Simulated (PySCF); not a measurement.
Compound: C3H5FOSi.
Geometry (PBE0-D3(BJ)/def2-SVP, Å), atoms numbered from 1 in this order:
```xyz
11
C3H5FOSi angstrom
O      2.9831    0.6747    0.4754
C      1.9088    0.1370    0.5692
Si     0.3823    0.6583   -0.4412
C     -1.2441    0.2307    0.4041
C     -0.8745   -0.7294   -0.6961
F     -0.5672   -1.9992   -0.3069
H      1.7511   -0.7285    1.2711
H      0.5018    1.7890   -1.3914
H     -1.1449   -0.1753    1.4186
H     -2.1444    0.8409    0.2720
H     -1.5142   -0.7236   -1.5891
```

Method: PBE0-D3(BJ)/def2-SVP geometry optimisation, gas phase in PySCF 2.14.0.

Take the most abundant isotopes and a rigid rotor. The values belong to one conformer with, in the numbering `[O:1]=[CH:2][Si@@H:3]1[CH2:4][C@@H:5]1[F:6]`, O1–C2–Si3–C4 -154°.

**Question.** Give the principal moments of inertia and the rotational constants in MHz.

**Answer.** Ia = 93.37, Ib = 283.22, Ic = 332.72 u·Å²; 505379 MHz·u·Å²/I gives A = 5413, B = 1784, C = 1519 MHz.

**Question.** Classify the top.

**Answer.** An asymmetric top; Ray's κ = -0.864.

**Question.** What does the inertial defect say?

**Answer.** Not planar: Δ = Ic − Ia − Ib = -43.88 u·Å². For a rigid frame Δ = −2 Σ m c², so Σ m c² = 21.94 u·Å² lies off the ab plane: 7.87 from hydrogen and 14.07 from heavier atoms. The atom farthest from that plane is 1.78 Å away.

**Question.** Which lines would a microwave search look for?

**Answer.** The dipole components are |μa| = 1.98 D, |μb| = 1.73 D, |μc| = 0.24 D. The squared components, which scale the intensities, stand as 1.00 : 0.76 : 0.01 (a : b : c). Some of the stronger lines:

| type | branch | J(Ka,Kc) | MHz | lower level (cm⁻¹) |
| --- | --- | --- | --- | --- |
| a | Q | 4(1,3) ← 4(1,4) | 2651 | 1.182 |
| b | R | 4(1,3) ← 3(2,2) | 3220 | 1.163 |
| a | Q | 5(1,4) ← 5(1,5) | 3969 | 1.709 |
| b | Q | 3(1,2) ← 3(0,3) | 4618 | 0.659 |
| a | R | 2(1,2) ← 1(1,1) | 6341 | 0.231 |
| a | R | 2(1,1) ← 1(1,0) | 6872 | 0.240 |
| b | R | 1(1,1) ← 0(0,0) | 6931 | 0.000 |
| b | Q | 5(2,3) ← 5(1,4) | 9832 | 1.841 |
| b | Q | 2(2,1) ← 2(1,2) | 11681 | 0.443 |
| b | Q | 3(2,2) ← 3(1,3) | 12087 | 0.760 |
| a | R | 4(1,4) ← 3(1,3) | 12656 | 0.760 |
| a | R | 4(3,2) ← 3(3,1) | 13240 | 1.790 |
| a | R | 5(0,5) ← 4(0,4) | 16247 | 1.095 |
| a | R | 5(3,2) ← 4(3,1) | 16570 | 2.232 |
| b | R | 2(2,0) ← 1(1,1) | 18036 | 0.231 |
| b | Q | 4(3,1) ← 4(2,2) | 18646 | 1.610 |
| b | Q | 4(3,2) ← 4(2,3) | 18850 | 1.603 |
| b | R | 3(2,2) ← 2(1,1) | 20794 | 0.469 |
| b | R | 4(2,3) ← 3(1,2) | 23698 | 0.813 |
| b | R | 5(2,3) ← 4(1,4) | 29597 | 1.182 |
| b | Q | 5(5,0) ← 5(4,1) | 33818 | 3.661 |
| b | R | 5(5,1) ← 4(4,0) | 50366 | 3.109 |

Stationary, but not proved a minimum. Constants of a rigid frame at the computed geometry: no zero-point averaging, no centrifugal distortion.
